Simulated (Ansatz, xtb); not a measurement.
**Relative energy of two isomers of ClH5NSi2**

Structure X: `[SiH3]N[SiH]Cl`, a doublet. Structure Y: `[SiH2]N[SiH2]Cl`, a doublet. Both are isolated molecules in the gas phase, relaxed with B3LYP-D3(BJ)/def2-SVP; the shapes shown needn't be the lowest conformers.

X (Å):

```yaml
atoms:
  - { symbol: Cl, position_ang: [1.3603, -0.8623, 3.2308] }
  - { symbol: N, position_ang: [-0.0113, -2.2847, 0.7646] }
  - { symbol: Si, position_ang: [-1.3037, -2.0857, -0.4073] }
  - { symbol: Si, position_ang: [1.2971, -1.2137, 1.1595] }
  - { symbol: H, position_ang: [-1.2755, -3.1683, -1.4340] }
  - { symbol: H, position_ang: [-2.6425, -2.1163, 0.2524] }
  - { symbol: H, position_ang: [-1.0967, -0.7671, -1.0632] }
  - { symbol: H, position_ang: [-0.0095, -3.1691, 1.2729] }
  - { symbol: H, position_ang: [1.0121, 0.0792, 0.4597] }
```

Y (Å):

```xyz
9

Cl   -2.0214    1.1062    0.4013
N     0.5866   -0.3410   -0.7211
Si    1.8851   -0.5366    0.4474
Si   -0.4436    1.0325   -0.9638
H    -1.0484    0.9440   -2.3162
H     0.2502   -1.2079   -1.1402
H     2.9509   -1.4058   -0.1538
H     0.3606    2.2613   -0.7690
H     2.4129    0.8370    0.7216
```

Question: Which of the two would you expect CCSD(T)/def2-SVP + ΔMP2/def2-TZVPP electronic energies to favour?

Answer: Too close to call at this level: CCSD(T)/def2-SVP + ΔMP2/def2-TZVPP gives E(Y) − E(X) = −5.29 kJ/mol.

The same difference at several levels:

```csv
level,geometry,E(Y) − E(X) (kJ/mol),departure from the last row (kJ/mol),"job, with rough time for the two"
B3LYP-D3(BJ)/def2-SVP,B3LYP-D3(BJ)/def2-SVP,−3.34,+1.95,"optimisation, 1.7 min"
HF/def2-SVP,B3LYP-D3(BJ)/def2-SVP,−6.26,−0.97,part of the CCSD(T) run
MP2/def2-SVP,B3LYP-D3(BJ)/def2-SVP,−7.34,−2.05,part of the CCSD(T) run
CCSD(T)/def2-SVP,B3LYP-D3(BJ)/def2-SVP,−6.84,−1.55,single point
CCSD(T)/def2-SVP + ΔMP2/def2-TZVPP,B3LYP-D3(BJ)/def2-SVP,−5.29,,"single point, 26 s"
```

As drawn, both hold the same kinds of bond in the same numbers.

The largest departure from CCSD(T)/def2-SVP + ΔMP2/def2-TZVPP is that of MP2/def2-SVP, 2.05 kJ/mol. Levels run at GFN2-xTB geometries aren't shown. The last row adds to CCSD(T) the change of the MP2 difference between the two basis sets, here +1.55 kJ/mol.

With harmonic frequencies from B3LYP-D3(BJ)/def2-SVP (ideal gas, rigid rotor, one conformer each, 298.15 K, 1 atm): on the last row, ΔE + ΔZPE = −5.19 kJ/mol. A mode under 50 cm⁻¹ makes harmonic enthalpies and free energies unreliable, so none is given.

Open shells are spin-unrestricted. The correlated steps freeze 16 core orbitals. Run with Ansatz 0.2.0; the last row on 2 threads of Intel(R) Xeon(R) 6975P-C (Granite Rapids) on a shared host.
